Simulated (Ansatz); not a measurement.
C8H16 can be A, `C[C@H]1CC[C@@H](C)CC1`, or B, `CC/C=C\C(C)(C)C`.

Computed with Ansatz on PBE0-D4/def2-TZVP structures; ΔE is electronic, products minus reactants. CBS: MP2 limit from def2 TZ/QZ plus the TZ coupled-cluster correction, frozen cores. Functionals use def2-TZVPP. B3LYP here is the variant with VWN-RPA as its local correlation; programs differ in this. Each species was taken in one conformer, which may not be the lowest.

(1) Which is lower in electronic energy at CCSD(T)/CBS, and by how much? (Best estimate.)

(2) Give E(B) − E(A) in kcal/mol with B3LYP-D4, CCSD(T)/def2-TZVPP, r2SCAN-D4, BLYP-D4, LDA (SPW92), B2PLYP, MP2/def2-TZVPP. (An estimate is asked.)

Largest T1 diagnostic: 0.009.

## Answers

(1) The calculation gave: A, by 22.1 kcal/mol.

(2) The calculation gave: B3LYP-D4 19.3, CCSD(T)/def2-TZVPP 22.0, r2SCAN-D4 22.6, BLYP-D4 16.3, LDA (SPW92) 28.4, B2PLYP 20.0, MP2/def2-TZVPP 23.6. None reverses the order clearly.

From BLYP to BHLYP (50 % exact exchange), in def2-TZVPP and without D4, E(B) − E(A) moves by +7.1 kcal/mol. At CCSD(T), def2-SVP lies +2.1 kcal/mol from the extrapolated value and def2-TZVPP −0.0 kcal/mol.
